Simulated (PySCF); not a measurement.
Stepwise substitution at one centre (Ga F-CH3). All species are isolated molecules in the gas phase. Strings in code marks are SMILES.

Calculation: PBE-D3(BJ)/def2-TZVP // B3LYP-D3(BJ)/def2-TZVP in PySCF. Excitations are Tamm–Dancoff values on a coarser integration grid. The basis has no diffuse functions, so Rydberg states are missing or too high.

| species | T1 excitation (TDA) (eV) | HOMO (eV) | brightest of the four lowest singlets (TDA) (eV) | dipole moment (D) | HOMO–LUMO gap (eV) |
|---|---|---|---|---|---|
| 0 of 3 F replaced by CH3 | 6.00 | -9.65 | – | 0.00 | 6.19 |
| 1 of 3 F replaced by CH3 (`[Ga]([F])([CH3])[F]`) | 5.97 | -8.10 | 6.95 | 3.45 | 6.32 |
| 2 of 3 F replaced by CH3 (`[CH3][Ga]([CH3])[F]`) | 5.08 | -6.70 | 6.60 | 2.70 | 5.25 |
| 3 of 3 F replaced by CH3 (`[CH3][Ga]([CH3])[CH3]`) | 4.65 | -6.19 | 6.29 | 0.01 | 4.83 |
